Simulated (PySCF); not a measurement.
Delta-SCF ions had no search for a lower state. 

Species: CH10Si3, SMILES `C[SiH]([SiH3])[SiH3]` (charge 0, multiplicity 1).

### Question
Predict the S1 oscillator strength, dipole moment and vertical ionisation energy (Delta-SCF) from TPSSh-D3(BJ)/def2-TZVP // CAM-B3LYP-D3(BJ)/def2-TZVP run with PySCF.

### Answer

| Quantity | Result |
|---|---|
| S1 oscillator strength | 0.052 |
| dipole moment | 0.204 e·Å |
| vertical ionisation energy (Delta-SCF) | 9.43 eV |
